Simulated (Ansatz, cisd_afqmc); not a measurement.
Species: GeH$_{3}$, charge 1, singlet. GeH3+ (parent SMILES [GeH3], singlet).
B3LYP-D3(BJ)/def2-TZVP minimum from Ansatz (a quantum-chemistry and plane-wave program):
```
Ge
H 1 1.5244
H 1 1.5244 2 120.00
H 1 1.5244 2 120.00 3 180.00
```
Charge +1, spin multiplicity 1.

Total energies in aug-cc-pVDZ, 6 correlated electrons, 14 frozen orbitals. Radicals and triplets start from unrestricted determinants; spin-orbit coupling is neglected. Correlated methods leave the cores frozen (noble-gas shells, and filled d and f shells in the p block). No relativity. The Monte Carlo rows (phaseless AFQMC, CISD trial, step 0.005/hartree) carry one-sigma bars that omit the constraint's bias. Outlying blocks are dropped, and bars are widened where a walk drifts. Over all cases where full CI ran beside it in this data, AFQMC minus full CI had a median of +0.1 mEh and passed +0.4 mEh in a tenth of the cases. The spin of H3Ge+ (parent SMILES [GeH3], singlet) was assumed, and the state is the lowest solution found for it.

```tsv
method	program	energy (Eh)	error against FCI (mEh)
HF	Ansatz	-2076.76297	109.62
MP2	Ansatz	-2076.84617	26.41
CCSD	Ansatz	-2076.87045	2.14
CCSD(T)	Ansatz	-2076.87207	0.52
CCSDT(Q)	Ansatz	-2076.87258	0.01
CCSDTQ	Ansatz	-2076.87259	0.00
AFQMC/CISD	cisd_afqmc	-2076.8725 ± 0.0001	0.1 ± 0.1
FCI	Ansatz	-2076.87259	0.00
```

Rough core times of Ansatz's runs on a shared machine: CCSD(T) under 20 s, CCSDT(Q) under 20 s, CCSDTQ 60 s, FCI 3 min.
